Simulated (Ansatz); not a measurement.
Consider the formal exchange of groups at a C–O bond: `CC[O][In]([CH3])[Cl]` + `CC[SiH]` → `CC[Si]CC` + `[CH3][In]([OH])[Cl]`.

Gas-phase electronic energies from Ansatz, PBE0-D4/def2-TZVP geometries. CCSD(T)/CBS is the MP2 limit (def2-TZVPP, def2-QZVPP) plus CCSD(T) − MP2 in def2-TZVPP, frozen cores. DFT in def2-TZVPP. Elements past krypton have def2 core potentials. For In outer-core shells are correlated without core-valence functions, which leaves a few kJ/mol of doubt a bond. One conformer a species, not always the lowest.

`CC[O][In]([CH3])[Cl]`:

Cartesian coordinates in Å:
```
C 0.655 -1.310 1.884
C 0.315 0.162 1.792
O -0.594 0.433 0.751
In -0.048 0.582 -1.138
C -1.327 0.827 -2.813
Cl 2.291 0.517 -1.302
H -0.254 -1.906 1.989
H 1.301 -1.508 2.744
H 1.188 -1.640 0.986
H 1.241 0.744 1.683
H -0.160 0.491 2.725
H -1.147 0.016 -3.517
H -2.366 0.817 -2.489
H -1.096 1.776 -3.297
```

`CC[SiH]`:

Z-matrix (Å, degrees):
```
C
C 1 1.523
H 1 1.093 2 111.1
H 1 1.094 2 112.0 3 119.8
H 1 1.092 2 111.0 3 -119.2
Si 2 1.891 1 121.0 3 67.6
H 2 1.111 1 109.8 3 -179.7
H 2 1.095 1 111.7 3 -64.8
H 6 1.532 2 94.7 1 32.0
```

`CC[Si]CC`:

Cartesian coordinates in Å:
```
C -0.999 0.663 -1.518
C -1.308 0.806 -0.019
Si -1.296 -0.961 0.688
C 0.576 -1.307 0.775
C 1.599 -0.191 0.942
H -1.654 -0.070 -2.003
H -1.139 1.609 -2.047
H 0.031 0.340 -1.689
H -2.299 1.252 0.108
H -0.582 1.474 0.453
H 0.726 -2.093 1.525
H 0.739 -1.837 -0.182
H 1.451 0.346 1.883
H 2.623 -0.575 0.947
H 1.532 0.545 0.138
```

`[CH3][In]([OH])[Cl]`:

Cartesian coordinates in Å:
```
C 0.421 1.295 0.131
In -0.558 -0.597 0.076
O 0.105 -2.345 -0.570
Cl -2.737 -0.887 0.840
H 0.813 1.535 -0.857
H -0.294 2.055 0.441
H 1.246 1.254 0.842
H 1.005 -2.310 -0.903
```

(1) Is it downhill or uphill in electronic energy at CCSD(T)/CBS, and by how much? (Best estimate.)

(2) What do these levels give: PBE0-D4, ωB97X-V, ωB97M-V, PBE, r2SCAN, PBE0, MP2/def2-TZVPP, SCS-MP2/def2-TZVPP, HF/def2-QZVPP, MP2/def2-QZVPP, SCS-MP2/def2-QZVPP, CCSD/CBS(def2)? (Estimate.)

Largest T1 diagnostic among the species: 0.014.

Results:

(1) Computed: Downhill: ΔE = -0.70 eV.

(2) Computed: PBE0-D4 -0.70, ωB97X-V -0.63, ωB97M-V -0.69, PBE -0.67, r2SCAN -0.68, PBE0 -0.68, MP2/def2-TZVPP -0.76, SCS-MP2/def2-TZVPP -0.67, HF/def2-QZVPP -0.49, MP2/def2-QZVPP -0.79, SCS-MP2/def2-QZVPP -0.70, CCSD/CBS(def2) -0.68 eV.

The D4 term adds −0.04 eV with B3LYP and −0.02 eV with PBE0; it sums over pairs of atoms, weighted by their polarisabilities, and B3LYP, whose exchange is more repulsive, gets the larger term. In def2-TZVPP, CCSD(T) changes the Hartree–Fock value by −0.18 eV (the triples alone add −0.02 eV) and MP2 by −0.28 eV.

B3LYP here is the variant with VWN-RPA as its local correlation; programs differ in this.
